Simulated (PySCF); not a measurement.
C2H7GaO. Atoms are numbered in the order given.

```xyz
11

Ga    -0.3412     0.2740     0.3030
H     -1.8391    -0.1483     0.5346
C      0.6878     1.8042     0.9803
H      0.7029     1.8043     2.0819
H      0.2309     2.7523     0.6541
H      1.7212     1.7579     0.6074
O      0.6019    -0.8233    -0.7632
C      0.1321    -1.9869    -1.3874
H      0.2334    -1.9064    -2.4864
H      0.7243    -2.8654    -1.0680
H     -0.9326    -2.2070    -1.1678
```

Geometry: B3LYP-D3(BJ)/def2-SVP. Other conformers were not sampled.

Calculation: B3LYP-D3(BJ)/def2-SVP in PySCF.

Frequencies are harmonic and unscaled.

Q: List the normal modes with their intensities. (Estimate from the structure and the level; the computed values follow.)

A: 
```json
[
 {"mode": "1", "ν (cm⁻¹)": "41", "IR (km/mol)": "0.1", "Raman (Å⁴/amu)": "0.2", "depolarisation": "0.75", "moving atoms (share of kinetic energy)": "H 94 %"},
 {"mode": "2", "ν (cm⁻¹)": "112", "IR (km/mol)": "0.8", "Raman (Å⁴/amu)": "0.1", "depolarisation": "0.75", "moving atoms (share of kinetic energy)": "H 92 %"},
 {"mode": "3", "ν (cm⁻¹)": "120", "IR (km/mol)": "4.9", "Raman (Å⁴/amu)": "0.1", "depolarisation": "0.75", "moving atoms (share of kinetic energy)": "O 43 %, C 28 %, H 27 %"},
 {"mode": "4", "ν (cm⁻¹)": "122", "IR (km/mol)": "0.7", "Raman (Å⁴/amu)": "1.4", "depolarisation": "0.63", "moving atoms (share of kinetic energy)": "C 48 %, H 29 %, Ga 20 %"},
 {"mode": "5", "ν (cm⁻¹)": "248", "IR (km/mol)": "9.3", "Raman (Å⁴/amu)": "2.0", "depolarisation": "0.36", "moving atoms (share of kinetic energy)": "O 35 %, C 32 %, H 24 %, Ga 9 %"},
 {"mode": "6", "ν (cm⁻¹)": "434", "IR (km/mol)": "41.6", "Raman (Å⁴/amu)": "5.0", "depolarisation": "0.75", "moving atoms (share of kinetic energy)": "H 92 %"},
 {"mode": "7", "ν (cm⁻¹)": "561", "IR (km/mol)": "16.0", "Raman (Å⁴/amu)": "27.3", "depolarisation": "0.20", "moving atoms (share of kinetic energy)": "C 49 %, H 26 %, O 16 %, Ga 9 %"},
 {"mode": "8", "ν (cm⁻¹)": "589", "IR (km/mol)": "141.0", "Raman (Å⁴/amu)": "2.7", "depolarisation": "0.75", "moving atoms (share of kinetic energy)": "H 48 %, C 23 %, Ga 22 %"},
 {"mode": "9", "ν (cm⁻¹)": "632", "IR (km/mol)": "31.0", "Raman (Å⁴/amu)": "9.4", "depolarisation": "0.69", "moving atoms (share of kinetic energy)": "H 45 %, O 37 %, Ga 10 %, C 9 %"},
 {"mode": "10", "ν (cm⁻¹)": "719", "IR (km/mol)": "42.7", "Raman (Å⁴/amu)": "0.6", "depolarisation": "0.75", "moving atoms (share of kinetic energy)": "H 81 %, C 17 %"},
 {"mode": "11", "ν (cm⁻¹)": "767", "IR (km/mol)": "81.7", "Raman (Å⁴/amu)": "3.1", "depolarisation": "0.48", "moving atoms (share of kinetic energy)": "H 81 %, C 17 %"},
 {"mode": "12", "ν (cm⁻¹)": "1137", "IR (km/mol)": "204.8", "Raman (Å⁴/amu)": "5.6", "depolarisation": "0.66", "moving atoms (share of kinetic energy)": "O 45 %, C 39 %, H 16 %"},
 {"mode": "13", "ν (cm⁻¹)": "1179", "IR (km/mol)": "0.2", "Raman (Å⁴/amu)": "1.3", "depolarisation": "0.75", "moving atoms (share of kinetic energy)": "H 77 %, C 19 %"},
 {"mode": "14", "ν (cm⁻¹)": "1202", "IR (km/mol)": "36.1", "Raman (Å⁴/amu)": "1.7", "depolarisation": "0.23", "moving atoms (share of kinetic energy)": "H 62 %, C 22 %, O 17 %"},
 {"mode": "15", "ν (cm⁻¹)": "1220", "IR (km/mol)": "6.7", "Raman (Å⁴/amu)": "4.3", "depolarisation": "0.14", "moving atoms (share of kinetic energy)": "H 81 %, C 19 %"},
 {"mode": "16", "ν (cm⁻¹)": "1428", "IR (km/mol)": "1.7", "Raman (Å⁴/amu)": "12.6", "depolarisation": "0.73", "moving atoms (share of kinetic energy)": "H 96 %"},
 {"mode": "17", "ν (cm⁻¹)": "1433", "IR (km/mol)": "2.7", "Raman (Å⁴/amu)": "8.4", "depolarisation": "0.75", "moving atoms (share of kinetic energy)": "H 95 %"},
 {"mode": "18", "ν (cm⁻¹)": "1467", "IR (km/mol)": "0.4", "Raman (Å⁴/amu)": "22.9", "depolarisation": "0.75", "moving atoms (share of kinetic energy)": "H 96 %"},
 {"mode": "19", "ν (cm⁻¹)": "1476", "IR (km/mol)": "29.0", "Raman (Å⁴/amu)": "14.2", "depolarisation": "0.63", "moving atoms (share of kinetic energy)": "H 88 %, C 10 %"},
 {"mode": "20", "ν (cm⁻¹)": "1478", "IR (km/mol)": "10.6", "Raman (Å⁴/amu)": "28.2", "depolarisation": "0.72", "moving atoms (share of kinetic energy)": "H 96 %"},
 {"mode": "21", "ν (cm⁻¹)": "1937", "IR (km/mol)": "185.3", "Raman (Å⁴/amu)": "153.6", "depolarisation": "0.18", "moving atoms (share of kinetic energy)": "H 99 %"},
 {"mode": "22", "ν (cm⁻¹)": "2960", "IR (km/mol)": "109.0", "Raman (Å⁴/amu)": "154.1", "depolarisation": "0.01", "moving atoms (share of kinetic energy)": "H 97 %"},
 {"mode": "23", "ν (cm⁻¹)": "3028", "IR (km/mol)": "64.9", "Raman (Å⁴/amu)": "111.9", "depolarisation": "0.45", "moving atoms (share of kinetic energy)": "H 91 %, C 9 %"},
 {"mode": "24", "ν (cm⁻¹)": "3034", "IR (km/mol)": "3.9", "Raman (Å⁴/amu)": "148.9", "depolarisation": "0.01", "moving atoms (share of kinetic energy)": "H 97 %"},
 {"mode": "25", "ν (cm⁻¹)": "3042", "IR (km/mol)": "50.8", "Raman (Å⁴/amu)": "148.1", "depolarisation": "0.75", "moving atoms (share of kinetic energy)": "H 90 %, C 10 %"},
 {"mode": "26", "ν (cm⁻¹)": "3121", "IR (km/mol)": "5.3", "Raman (Å⁴/amu)": "97.1", "depolarisation": "0.75", "moving atoms (share of kinetic energy)": "H 91 %, C 9 %"},
 {"mode": "27", "ν (cm⁻¹)": "3147", "IR (km/mol)": "3.4", "Raman (Å⁴/amu)": "85.7", "depolarisation": "0.74", "moving atoms (share of kinetic energy)": "H 91 %, C 9 %"}
]
```
